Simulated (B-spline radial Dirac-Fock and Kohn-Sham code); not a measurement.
These are calculated numbers from a radial finite-basis atomic code; the model is Dirac-Fock orbitals of the configuration average with a finite nucleus.

Question: This computed X-ray form factor belongs to an atom or ion in its tabulated ground configuration. Which?

```tsv
sin θ/λ (Å⁻¹)	f₀
0.1	7.956
0.4	7.342
0.45	7.180
0.5	7.006
0.6	6.625
1	4.925
1.6	2.876
3.5	1.191
4	1.063
```

Answer: Ti¹⁴⁺, with 8 electrons in [He] 2s2 2p4. f₀ tends to the number of electrons as s goes to zero, which the first rows give only roughly, and the rate of fall reflects the nuclear charge, 22.
